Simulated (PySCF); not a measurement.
Excitation energy of Rh⁺ by level of theory

Rh⁺ [Kr] 4d8 (3F) → Rh⁺ [Kr] 4d7 5s1 (5F), as a difference of total energies. All numbers are calculated (PySCF 2.14, scalar relativity through the core potential, in aug-cc-pVTZ-PP with ECP28MDF (6s6p5d3f2g, 88 functions)). Correlated levels: valence: 4s2 4p6 frozen. The calculations carry no spin-orbit coupling.

Question: Order these methods by the excitation energy they give, lowest first.
A. CCSD (valence)
B. UHF
C. SCS-MP2 (valence)
D. CCSD(T) (valence)

Answer: B (1.287 eV), A (1.975 eV), D (2.027 eV), C (2.445 eV).

Errors of the correlated levels include the incompleteness of this basis and the frozen core.

For comparison: 2.126 eV (measured; NIST levels, between the centres of gravity of the two terms).
